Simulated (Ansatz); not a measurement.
Ansatz (a quantum-chemistry and plane-wave program) input:

Ansatz 0.2 input:
```yaml
crystal:
  periodic: [false, false, false]
  atoms:
    - {symbol: Se, position_ang: [-0.00680525, 0.00806934, 0.02204751]}
    - {symbol: O, position_ang: [1.53242209, -0.02212956, -0.03260775]}
    - {symbol: O, position_ang: [-0.75067976, 1.35695237, 0.03644957]}
    - {symbol: O, position_ang: [-0.80298500, -1.31068426, 0.03286652]}
basis:
  gaussian:
    orbitals: def2-TZVP
hamiltonian:
  xc: b3lyp
  dispersion: d3bj
relax: {f_tol: 0.002, max_steps: 150}
```

Q: Predict the final energy.

A: -2627.21783 Eh (B3LYP-D3(BJ)/def2-TZVP). The basis has 141 functions.
